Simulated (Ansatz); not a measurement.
A search over several starts for the lowest SCF solution of K₆⁻ at the given spin, in a small basis.

```yaml
crystal:
  periodic: [false, false, false]
  atoms:
    - {symbol: K, position_ang: [1.190046, 1.083131, -2.849228]}
    - {symbol: K, position_ang: [-1.157837, -1.063572, 2.872433]}
    - {symbol: K, position_ang: [-1.351561, 2.962939, 0.313202]}
    - {symbol: K, position_ang: [-2.798206, -0.870562, -1.187073]}
    - {symbol: K, position_ang: [2.792789, 0.859956, 1.197611]}
    - {symbol: K, position_ang: [1.324769, -2.971892, -0.346954]}
basis:
  gaussian: {orbitals: def2-SVP, initial_orbitals: start.molden}
total_charge: -1
magnetization: {spin_polarized: true, initial_magnetization: 1}
hamiltonian: {xc: pbe}
output: {orbitals: {seedname: orbitals}}
```

The file start.molden holds the orbitals of an earlier run on this structure, at another level or in another basis.

```sh
$ ansatz run in.yaml --threads 4 --pin off --events-out ev --progress --plain --max-ram 4787MiB
```

Shortened log:

```
Functional definition: PBE
1656 factors; their error is unknown
mean field evaluation 1: about -97898.8063 eV, gradient 5.9e1 eV
mean field evaluation 2: about -97900.4769 eV, gradient 2.7e0 eV
mean field evaluation 4: about -97901.4785 eV, gradient 1.4e0 eV
mean field evaluation 8: about -97901.4712 eV, gradient 3.7e-1 eV
mean field evaluation 16: about -97901.6053 eV, gradient 1.0e-3 eV
mean field evaluation 32: about -97901.7243 eV, gradient 6.1e-2 eV
mean field evaluation 64: about -97900.7129 eV, gradient 1.6e0 eV
mean field evaluation 96: about -97900.9053 eV, gradient 1.7e-1 eV
mean field evaluation 128: about -97901.4901 eV, gradient 7.1e-1 eV
mean field -97901.60528760 eV, -3597.8176342278 hartree, gradient 4.2e-6 eV, S^2 0.768465; 11 other end points of the search recorded, 0 dependent functions left out
reference -97901.60533743 eV, -3597.8176360589 hartree; 58, 57 occupied and 86, 87 virtual orbitals, 1656 factors
Total energy: -97901.60533743 eV, -3597.8176360589 hartree
```

Run time 38 s (4 threads of AMD EPYC 7B13 on a shared host), peak host memory 0.6 GiB.

Another isomer (doublet) lies 0.02 eV lower at r2SCAN/def2-TZVPD; other spin states weren't run for this one.
